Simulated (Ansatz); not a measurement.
Cost and result for the atomization energy of `C[CH](C)[Ge][OH]` (13 atoms, 12 bonds).

Cartesian coordinates in Å:
```
C 0.025 -1.017 0.638
C -0.256 0.438 0.312
C 1.030 1.234 0.096
Ge -1.457 0.789 -1.283
O -1.714 -0.881 -1.871
H -0.890 -1.584 0.838
H 0.559 -1.516 -0.180
H 0.660 -1.117 1.525
H -0.800 0.895 1.151
H 0.833 2.286 -0.131
H 1.618 0.826 -0.733
H 1.671 1.208 0.984
H -1.280 -1.561 -1.346
```

Total charge 0; spin multiplicity 1. Correlated methods include outer-core shells of Ge, which these sets cover unevenly. Scalar relativity is left out up to krypton. The structure was optimised at the PBE0-D4/def2-TZVP level. It is one conformer, not always the lowest. Program: Ansatz. All runs use 4 threads of an Arm Neoverse V1 on a shared host. Times are those of one run each, without the atoms' runs, and a repeat can differ threefold. Electronic energies, without spin–orbit coupling; frozen cores. CCSD(T)/CBS adds CCSD(T) − MP2 in def2-TZVPP to the MP2 limit, and its time is that of the two runs behind it. T1 = 0.013. With those shells the extrapolation isn't a true limit. B3LYP takes the VWN-RPA correlation (the form of Gaussian; ORCA's B3LYP/G). HSE06 is the plane-wave form, built on full-range PBE exchange.

CCSD(T)/CBS is a level of theory with its own doubt, some kJ/mol a heavy atom from the limit and from the frozen cores, so smaller differences don't rank the functionals.

```tsv
level	functions	wall time
LDA (SPW92)/def2-TZVPP	284	1.9 s
revPBE-D4/def2-TZVPP	284	3.3 s
PBE-D4/def2-TZVPP (with forces)	284	4 s
PBE0-D4/def2-TZVPP	284	4.8 s
HSE06-D4/def2-TZVPP	284	5.5 s
B3LYP-D4/def2-TZVPP (with forces)	284	8 s
r2SCANh-D4/def2-TZVPP	284	8 s
PBE-QIDH/def2-TZVPP	284	12 s
B97M-V/def2-TZVPP	284	15 s
CCSD(T)/def2-SVP	128	18 s
MP2/def2-QZVPP	557	56 s
CCSD(T)/def2-TZVPP	284	8.2 min
CCSD(T)/CBS(def2)	–	9.1 min
```

(1) What atomization energy does each give, and how far from CCSD(T)/CBS? (An estimate is asked.)

## Answers

(1) The calculation gave: 
```csv
level,atomization (kcal/mol),difference from CCSD(T)/CBS,per bond
LDA (SPW92)/def2-TZVPP,1338.1,163.6,13.6
revPBE-D4/def2-TZVPP,1166.8,-7.7,-0.6
PBE-D4/def2-TZVPP (with forces),1193.5,19.0,1.6
PBE0-D4/def2-TZVPP,1173.0,-1.5,-0.1
HSE06-D4/def2-TZVPP,1173.6,-0.9,-0.1
B3LYP-D4/def2-TZVPP (with forces),1171.0,-3.5,-0.3
r2SCANh-D4/def2-TZVPP,1166.2,-8.3,-0.7
PBE-QIDH/def2-TZVPP,1164.2,-10.3,-0.9
B97M-V/def2-TZVPP,1172.6,-1.9,-0.2
CCSD(T)/def2-SVP,1113.9,-60.6,-5.1
MP2/def2-QZVPP,1176.7,2.2,0.2
CCSD(T)/def2-TZVPP,1146.2,-28.3,-2.4
CCSD(T)/CBS(def2),1174.5,0.0,0.0
```

At CCSD(T), def2-SVP lies −60.6 kcal/mol from the extrapolated value and def2-TZVPP −28.3 kcal/mol: correlation converges slowly with the basis, and small sets miss more of it in the bonded molecule than in its fragments. In def2-TZVPP, CCSD(T) changes the Hartree–Fock value by +292.7 kcal/mol (the triples alone add +16.8 kcal/mol) and MP2 by +306.7 kcal/mol; breaking electron pairs costs correlation energy, which Hartree–Fock lacks. From r2SCAN to r2SCAN0 (25 % exact exchange), in def2-TZVPP and without D4, the atomization energy moves by −16.9 kcal/mol: exact exchange takes away binding that semilocal exchange gives to molecules.

For some Ge, Se and Sn compounds the MP2-based and the directly extrapolated limit differ by 10 to 25 kJ/mol.
